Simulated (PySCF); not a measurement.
ZrH3, SMILES [ZrH3] (connectivity only; charge and spin as stated), neutral, multiplicity 2. Atoms are numbered in the order given.

```xyz
4

Zr     0.0000     0.0000     0.0000
H      1.8652     0.0000     0.0000
H     -0.9326     1.6153     0.0000
H     -0.9326    -1.6153     0.0000
```
Charge 0, spin multiplicity 2.

Coordinates come from a B3LYP-D3(BJ)/def2-TZVPD optimisation. A frequency run showed that this geometry is not a minimum. The multiplicity is an assumed one; other spin states were not compared. The def2 effective core potentials stand for the cores of Zr; spin–orbit coupling is left out.

Calculation: PySCF 2.14.0 with TDA-PBE/def2-TZVPD.

Vertical excitations; the highest root listed may be one member of a degenerate set. Isolated molecule, no solvent.

Computed lowest excited states:
```
state    energy (eV)  λ (nm)      f                                                                                            main pairs
-------  -----------  ------  -----  ----------------------------------------------------------------------------------------------------
root 1          0.73    1697  0.000                                                                          α HOMO→LUMO (degenerate set)
root 2          0.73    1696  0.000                                                                        α HOMO→LUMO+1 (degenerate set)
root 3          2.07     599  0.006                                                                        α HOMO→LUMO+3 (degenerate set)
root 4          2.07     599  0.006                                                                        α HOMO→LUMO+2 (degenerate set)
root 5          2.95     420  0.051                                          α HOMO→LUMO+4 40 %, α HOMO−1→LUMO 29 %, α HOMO−2→LUMO+1 29 %
root 6          3.03     409  0.104  α HOMO→LUMO+4 48 %, α HOMO−2→LUMO+1 12 %, α HOMO−1→LUMO 12 %, β HOMO→LUMO 10 %, β HOMO−1→LUMO+1 10 %
root 7          3.07     404  0.000                                                              α HOMO−1→LUMO+1 49 %, α HOMO−2→LUMO 48 %
root 8          3.08     402  0.000                         α HOMO−2→LUMO, α HOMO−1→LUMO+1, β HOMO→LUMO+1, β HOMO−1→LUMO (degenerate set)
root 9          3.08     402  0.000                         α HOMO−1→LUMO, α HOMO−2→LUMO+1, β HOMO−1→LUMO+1, β HOMO→LUMO (degenerate set)
root 10         3.50     355  0.000                        β HOMO→LUMO+1 37 %, β HOMO−1→LUMO 37 %, β HOMO−1→LUMO+1 12 %, β HOMO→LUMO 12 %
```
Unrestricted roots are not spin-pure.
